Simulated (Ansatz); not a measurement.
WCl, multiplicity 6 (lowest of 2S+1 = 2, 4, 6, 8 at CCSD(T)/def2-TZVPP on PBE0 minima; our sources give no spin for the ground state, which may be another), most abundant isotopes (183.9509 and 34.9689 u). Constants from fifth-degree fits in 1/R to seven points on the lowest solution found; no spin–orbit coupling, no relativity up to Kr; ω_e x_e and α_e move by some per cent with the fit.

Correlated levels freeze the inner cores; with def2 sets outer-core shells near the valence are correlated too. CBS(a, b) extrapolates the correlation energy as X⁻³ and adds the Hartree–Fock energy of set b.

Run with Ansatz (Gaussian orbitals). Each number belongs to the level named beside it. In def2 rows elements past Kr take small-core potentials, without spin–orbit coupling.

```json
[
 {"level": "PBE/def2-TZVPP", "r_e (Å)": "2.2748", "ω_e (cm⁻¹)": "377.7", "ω_e x_e (cm⁻¹)": "1.17", "α_e (cm⁻¹)": "0.000454"},
 {"level": "CCSD(T)/CBS(def2-TZVPP, def2-QZVPP)", "r_e (Å)": "2.2791", "ω_e (cm⁻¹)": "383.7", "ω_e x_e (cm⁻¹)": "1.11", "α_e (cm⁻¹)": "0.000431"}
]
```

Task: Derive the rotational constants, the centrifugal constant, the fundamental, the zero-point energy and the force constant.

Result: 
μ = 29.38315 u.
- PBE/def2-TZVPP: B_e = 16.8576/(μ r_e²) = 0.11087 cm⁻¹; B₀ = B_e − α_e/2 = 0.11064 cm⁻¹; D = 4B_e³/ω_e² = 3.82e-08 cm⁻¹; fundamental ω_e − 2ω_e x_e = 375 cm⁻¹; zero-point energy ω_e/2 − ω_e x_e/4 = 189 cm⁻¹; k = μ(2πcω_e)² = 247 N/m
- CCSD(T)/CBS(def2-TZVPP, def2-QZVPP): B_e = 16.8576/(μ r_e²) = 0.11045 cm⁻¹; B₀ = B_e − α_e/2 = 0.11024 cm⁻¹; D = 4B_e³/ω_e² = 3.66e-08 cm⁻¹; fundamental ω_e − 2ω_e x_e = 381 cm⁻¹; zero-point energy ω_e/2 − ω_e x_e/4 = 192 cm⁻¹; k = μ(2πcω_e)² = 255 N/m

Ansatz is an electronic-structure program.
